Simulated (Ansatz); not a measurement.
CH$_{9}$NOSi$_{2}$ (`N[SiH2]OC[SiH3]`), relaxed with RKS PBE0-D4/def2-TZVP in Ansatz from a PBE-D4/def2-SVP geometry. The force threshold is 0.005 eV/Å; the program also tests the step.

The species carries charge 0 and has multiplicity 1.

Start:

```xyz
14

N     0.025    2.843   -1.002
Si    0.868    1.499   -0.327
O    -0.146    0.165   -0.073
C     0.354   -1.056    0.460
Si   -1.089   -2.301    0.558
H    -0.645    3.355   -0.422
H    -0.306    2.792   -1.968
H     1.954    1.092   -1.289
H     1.442    1.922    0.999
H     1.171   -1.486   -0.172
H     0.794   -0.919    1.480
H    -2.172   -1.761    1.451
H    -0.594   -3.610    1.119
H    -1.655   -2.536   -0.815
```

**Question.** By how much does the energy fall, and how many steps does the optimiser take? (Estimate.)

**Answer.** Computed: 7.57 kJ/mol, in 8 steps.

**Question.** Which bonds change most? (An estimate is asked.)

**Answer.** Computed: Si2–O3 from 1.695 to 1.653 Å; N1–Si2 from 1.725 to 1.699 Å; C4–Si5 from 1.908 to 1.888 Å; C4–H10 from 1.119 to 1.100 Å.

**Question.** Give the relaxed structure. (Estimate.)

**Answer.** Ansatz gave: 
```xyz
14

N     0.019    2.804   -0.986
Si    0.833    1.466   -0.326
O    -0.165    0.171   -0.089
C     0.340   -1.041    0.449
Si   -1.072   -2.289    0.559
H    -0.596    3.366   -0.420
H    -0.257    2.817   -1.953
H     1.908    1.054   -1.267
H     1.400    1.861    0.991
H     1.145   -1.449   -0.180
H     0.772   -0.882    1.447
H    -2.145   -1.767    1.445
H    -0.551   -3.565    1.122
H    -1.631   -2.545   -0.793
```
